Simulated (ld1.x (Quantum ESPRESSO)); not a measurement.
## Before and after: TM potential for oxygen

* Element: O
* Generator: ld1.x (Quantum ESPRESSO) 7.5
* Type: norm-conserving Troullier–Martins (Kleinman–Bylander form)
* Functional: PBE
* Relativity: scalar-relativistic
* Frozen core: [He]
* Valence charge: 6
* Reference configuration: 2s2 2p2.5 (charge +1.5)
* Partial waves: 2s (bound): rc 0.55 bohr; 3d channel at 0.45 Ry: rc 1.65 bohr; 2p (bound): rc 1.50 bohr
* Local potential: the p channel
* Core correction: a·sin(br)/r model core inside 0.30 bohr

Change: core correction a·sin(br)/r model core inside 0.56 bohr.

Cutoffs: the cutoffs (Ry, on a coarse ladder) from which the occupation-weighted sum of valence levels, in a spherical-Bessel basis at the reference potential, stays within 10 and 1 mRy of its value at 400 Ry; they do not see the model core or the augmentation charge, which bear on the density cutoff. Errors are all-electron minus pseudo energies relative to the spin-unpolarised reference configuration.

Question: Predict the effect on cutoff, ghosts and configuration errors.

Answer: Of the 7 tests that both files solve, the error grows in 2 and shrinks in 0 by more than 15 % and 0.3 meV (median size 15.3 → 15.0 meV); neither file shows a bound ghost. A wider model core is smoother and lowers the density cutoff, which this test does not measure.

```tsv
quantity	base	changed
cutoff, loose	260 Ry	260 Ry
cutoff, tight	over 300 Ry	over 300 Ry
bound ghosts	none	none
error for 2s2 2p4, meV [ΔE -30.87 eV]	-2.1	-3.3
error for 2s2 2p3, meV [ΔE -14.44 eV]	+5.9	+5.6
error for 2s2 2p2, meV [ΔE 19.14 eV]	+15	+15
error for 2s0 2p6, meV [ΔE -0.94 eV]	+241	+280
error for 2s2 2p3.5, meV [ΔE -24.59 eV]	+8.5	+7.7
error for 2s1 2p4, meV [ΔE 0.79 eV]	+79	+86
error for 2s2 2p1, meV [ΔE 73.01 eV]	+292	+291
s: phases at 1.80 bohr within 0.05 rad from the reference energy up to (Ry; the scan ends near 5)	1.0	1.0
p: phases at 1.80 bohr within 0.05 rad from the reference energy up to (Ry; the scan ends near 5)	0.7	0.7
d: phases at 1.80 bohr within 0.05 rad from the reference energy up to (Ry; the scan ends near 5)	to the end of the scan	to the end of the scan
```
